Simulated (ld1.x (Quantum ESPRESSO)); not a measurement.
# Ti, TM semilocal: configuration errors across variants

* Element: Ti
* Generator: ld1.x (Quantum ESPRESSO) 7.5
* Type: norm-conserving Troullier–Martins (semilocal form)
* Functional: PW91
* Relativity: scalar-relativistic
* Frozen core: [Ar]
* Valence charge: 4
* Reference configuration: 3d2 4s1 4p1
* Partial waves: 4s (bound): rc 2.00 bohr; 4p (bound): rc 3.40 bohr; 3d (bound): rc 1.50 bohr
* Local potential: the d channel
* Core correction: a·sin(br)/r model core inside 1.40 bohr

All-electron excitation energies from the reference (eV): (1) 3d2 4s2 4p0 -3.089; (2) 3d2 4s1 4p0 4.303; (3) 3d2 4s0 4p0 17.896; (4) 3d2.5 4s1.5 4p0 -2.746; (5) 3d1 4s2 4p1 1.622; (6) 3d1 4s0 4p0 44.948; (7) 3d2 4s0 4p1 8.089.

A semilocal file is local in each channel, so a ghost entry of none says nothing of the separable form that plane-wave codes build from it.

Tests that are not counted but printed errors over 1 eV. “all radii but the core radius scaled by about 0.75 (s 1.50, p 2.56, d 1.14 bohr)”: all (the test run did not reproduce the reference configuration, from which every error is measured). “all radii but the core radius scaled by about 0.87 (s 1.74, p 2.96, d 1.30 bohr)”: 3d1 4s2 4p1 (solver errors, printed error -72.0 eV).

A true bound ghost makes a file unfit for plane-wave use even where its test errors are small: the radial tests pick states by their node count and pass the ghost by. Where a test does run into it, the solver fails or the error is huge.

Errors AE − PS in meV (a dash: test not solved or not reliable):

```csv
change,(1),(2),(3),(4),(5),(6),(7),bound ghosts
base,-0.3,-3.2,-16,-44,-168,-457,-0.7,none
"all radii but the core radius scaled by about 0.75 (s 1.50, p 2.56, d 1.14 bohr)",–,–,–,–,–,–,–,s
"all radii but the core radius scaled by about 0.87 (s 1.74, p 2.96, d 1.30 bohr)",+2.2,-3.3,-12,-22,–,-535,+0.1,none
"all radii but the core radius scaled by about 1.06 (s 2.12, p 3.60, d 1.60 bohr)",-0.9,-3.0,-20,-46,-275,-422,-1.7,none
"all radii but the core radius scaled by about 1.19 (s 2.38, p 4.06, d 1.78 bohr)",0.0,-3.5,-26,-43,-307,-388,+0.1,none
"all radii but the core radius scaled by about 1.27 (s 2.54, p 4.32, d 1.90 bohr)",+0.8,-4.0,-29,-41,-305,-374,+1.7,none
"all radii but the core radius scaled by about 1.38 (s 2.76, p 4.70, d 2.08 bohr)",+2.9,-5.6,-36,-36,-250,-361,+6.1,none
```

Give the same row for: all radii but the core radius scaled by about 0.95 (s 1.90, p 3.24, d 1.42 bohr).

+0.3, -3.3, -14, -40, -41, -487, -0.2; bound ghosts: none.
